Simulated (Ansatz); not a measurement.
Consider the silylene loss: `[SiH3]OB(Cl)O[SiH3]` → `OB(Cl)O[SiH3]` + `[SiH2]`.

Gas-phase electronic energies from Ansatz, PBE0-D4/def2-TZVP geometries. CBS: MP2 limit from def2 TZ/QZ plus the TZ coupled-cluster correction, frozen cores. This one scheme is used for every species. Functionals use def2-TZVPP. B3LYP here is the variant with VWN-RPA as its local correlation; programs differ in this. Each species was taken in one conformer, which may not be the lowest.

| level | ΔE (kJ/mol) | difference from CCSD(T)/CBS |
| --- | --- | --- |
| PBE-D4 | 315.1 | -10.3 |
| r2SCAN-D4 | 342.1 | 16.7 |
| B3LYP-D4 | 322.0 | -3.4 |
| r2SCAN0-D4 | 345.0 | 19.6 |
| CAM-B3LYP-D4 | 331.3 | 5.9 |
| PBE | 305.7 | -19.7 |
| r2SCAN0 | 341.9 | 16.5 |
| HF/def2-SVP | 301.7 | -23.7 |
| CCSD(T)/def2-TZVPP | 317.6 | -7.8 |
| MP2/CBS(def2) | 347.5 | 22.1 |
| CCSD(T)/CBS | 325.4 | 0 |

(1) What do rigid-rotor, harmonic-oscillator terms from PBE0-D4/def2-TZVP frequencies (298.15 K, 1 bar) make of the CCSD(T)/CBS value? (Best estimate.)

Largest T1 diagnostic among the species: 0.014.

Results:

(1) Ansatz gave: ΔZPE = -9.6 kJ/mol, ΔH = +319.5 kJ/mol, ΔS = 157 J/(mol·K), ΔG = +272.9 kJ/mol.

From PBE to PBE0 (25 % exact exchange), in def2-TZVPP and without D4, ΔE moves by +13.2 kJ/mol. The D4 term adds +15.2 kJ/mol with B3LYP and +8.3 kJ/mol with PBE0; it sums over pairs of atoms, weighted by their polarisabilities, and B3LYP, whose exchange is more repulsive, gets the larger term. At CCSD(T), def2-SVP lies −26.9 kJ/mol from the extrapolated value and def2-TZVPP −7.8 kJ/mol.

CCSD(T)/CBS has its own doubt, a few kJ/mol and more with outer-core shells, so smaller differences from it don't rank the levels.
